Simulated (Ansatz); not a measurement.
Correlation energies of C$_{2}$H$_{8}$Si$_{2}$, SMILES `C1[SiH2]C[SiH2]1` by basis set

Cartesian coordinates in Å:
```
C -0.4494 1.2660 -0.2195
Si -1.1758 -0.4802 -0.2970
C 0.5320 -1.2525 -0.0327
Si 1.1087 0.4693 0.5019
H -0.9688 2.0196 0.3701
H -0.2667 1.6683 -1.2199
H -1.8740 -0.8461 -1.5610
H -2.0896 -0.7515 0.8462
H 0.9876 -1.5506 -0.9812
H 0.6270 -2.0755 0.6737
H 1.1628 0.6003 1.9836
H 2.4063 0.9329 -0.0641
```

Total charge 0; spin multiplicity 1. The structure was optimised at the PBE0-D4/def2-TZVP level. Frozen core, restricted reference, Ansatz 0.2.0. CBS rows extrapolate triple and quadruple zeta; past MP2 they add the triple-zeta difference.

```json
{"basis": "def2-SVP", "HF (Eh)": "-658.01519", "MP2 corr.": "-0.48069"}
{"basis": "def2-TZVPP", "HF (Eh)": "-658.31065", "MP2 corr.": "-0.59565"}
{"basis": "def2-QZVPP", "HF (Eh)": "-658.33234", "MP2 corr.": "-0.63553"}
```

(1) Estimate the CCSD correlation energy and the (T) correction in each basis where they were run (hartree).

Results:

(1) 
```csv
basis,CCSD corr.,(T)
def2-SVP,-0.54034,-0.01676
def2-TZVPP,-0.65015,-0.02628
CBS(def2),-0.71957,as TZ
```
